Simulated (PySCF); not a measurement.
# Chromium: highly charged ions in a basis for the neutral atom

Cr(22+) 1s2, Cr(23+) 1s1. Computed with PySCF 2.14 in x2c-TZVPall, with the spin-free X2C one-electron Hamiltonian (Gaussian nucleus). No spin-orbit coupling, so a gap to NIST mixes the basis error with missing relativistic terms.

Changed run: basis of the neutral atom used for a highly charged ion. This setting is unsound on purpose.

| species | method | sound run (hartree) | changed run (hartree) | converged |
| --- | --- | --- | --- | --- |
| Cr(22+) | UHF | not run | -565.31229 | yes |
| Cr(22+) | r2SCAN | not run | -565.37895 | yes |
| Cr(22+) | LDA | not run | -563.45739 | yes |
| Cr(23+) | UHF | not run | -290.15944 | yes |
| Cr(23+) | r2SCAN | not run | -290.16830 | yes |
| Cr(23+) | LDA | not run | -289.15991 | yes |

Ionisation energy of Cr(22+):

```
method  changed run (eV)  NIST (eV)
   UHF            7487.3     7481.9
r2SCAN            7488.9     7481.9
   LDA            7464.0     7481.9
```

The contracted functions were made for the neutral atom and can be too rigid for a highly charged ion.
